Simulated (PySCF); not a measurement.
C₂H₅NOSi, SMILES N#C[SiH2]CO at its B3LYP/def2-SVP optimised geometry (Å):

```
10

N      2.2490    -1.0149     0.0000
C      1.0874    -1.0149     0.0000
Si    -0.7795    -0.8918     0.0000
C     -1.1593     0.9653     0.1772
O     -0.5477     1.7160    -0.8577
H     -1.2406    -1.4347    -1.3025
H     -1.2834    -1.7160     1.1327
H     -0.8842     1.3226     1.1905
H     -2.2490     1.1137     0.0869
H      0.4123     1.6738    -0.7451
```

Computed with B3LYP/def2-TZVP (PySCF 2.14.0). Cells within 0.4 Å of a nucleus heavier than hydrogen are left out (blank, or x).

Map of the LUMO amplitude (bohr^(-3/2)) on the plane z = 0.0 Å; orbital energy -1.02 eV, overall sign arbitrary:

```
|666666666666666666666666666|
|666666666666666666666666666|
|666666666666666666666666666|
|666666655556666666666666666|
|666655555555555556666666666|
|666555555555555555566666666|
|665555555555555555566666666|
|655555555555655555556666666|
|655555555556665555556666666|
|655555555556655555556666666|
|555555556xx6655555566666666|
|555555567xx7655455566666666|
|555555667887544445667766666|
|655555666776543345678776666|
|655555566665433234799876666|
|6555555556xx4442x47xx876666|
|6655555555xx666xxx6xx566666|
|6655555556688889x7400355566|
|666555556678999987532345556|
|666655566678888876544455556|
|666666666677888776655555566|
|666666666677777776655555566|
|666666666667777666665556666|
|666666666666666666666666666|
|666666666666666666666666666|
|666666666666666666666666666|
|666666666666666666666666666|
```
Scale: ten equal steps from -0.241 (start of '0') to 0.150 (end of '9'), in the order '0123456789'; x runs from -4.50 to 4.50, y from -4.50 (bottom) to 4.50 (top).
